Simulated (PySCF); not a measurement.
Input file for PySCF: R-B3LYP/6-311+G** on CH5Al (SMILES [CH3][AlH2]), a point of a torsion scan.

```python
from pyscf import gto, scf, dft, mp
from pyscf.data.elements import chemcore

mol = gto.M(
    atom='''
    C    -0.91401846   -0.07512573   -0.00960716
    Al    1.06997383   -0.03864823   -0.02470045
    H    -1.36032502    0.49847073   -0.83180343
    H    -1.32565636   -1.08877298   -0.09461457
    H    -1.31843814    0.34756844    0.91956680
    H     1.91984221    0.52169610    1.14600531
    H     1.94337282   -0.56069631   -1.19453451
    ''',
    basis='6-311+g**',
    charge=0, spin=0, verbose=3, max_memory=1800)
mf = dft.RKS(mol, xc='b3lyp')
mf.conv_tol = 1e-8
mf.max_cycle = 100
mf.kernel()
if not mf.converged:
    mf = mf.newton().run(mf.mo_coeff, mf.mo_occ)
```

Question: What total energy does the run end on?

Answer: -283.5696 hartree.
